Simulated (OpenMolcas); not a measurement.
An OpenMolcas run meant for Mg (ANO-RCC-VQZP, DKH2; inactive shells 1s 2s 2p; intended active space 2 electrons in 8 orbitals (3s 3p 4s 4p)). One step of its input:

```
&RASSCF
FileOrb=start.orb
Symmetry=1
Spin=3
nActEl=2 0 0
Inactive=2 3
Ras2=2 6
CIRoot=21 21 1
SDav=16
CIMx=300
Iter=62 100
PrWF=0.3
OrbListing=Nothing
MaxOrb=0
Atom
CIOnly
>>> COPY $Project.JobIph JOB001
```

Lines from the output:

```
...
      Number of secondary orbitals              46
      Spin quantum number                      1.0
      State symmetry                             1
Orbital specifications:
      -----------------------

      Symmetry species                           1   2
                                                ag  au
      Frozen orbitals                            0   0
      Inactive orbitals                          2   3
      Active orbitals                            2   6
      RAS1 orbitals                              0   0
      RAS2 orbitals                              2   6
      RAS3 orbitals                              0   0
      Secondary orbitals                        26  20
      Deleted orbitals                           0   0
      Number of basis functions                 30  29
      Number of CSFs                            16
      Number of root(s) required                21
 ************ ERROR ***********
  You can't ask for more roots
  than there are configurations
 ******************************
--- Stop Module: rasscf at  /rc=_RC_INPUT_ERROR_ ---
.####################.
.# User input error #.
.####################.
```

What is wrong with the input?

CIRoot asks for more roots than the active space has configuration state functions.
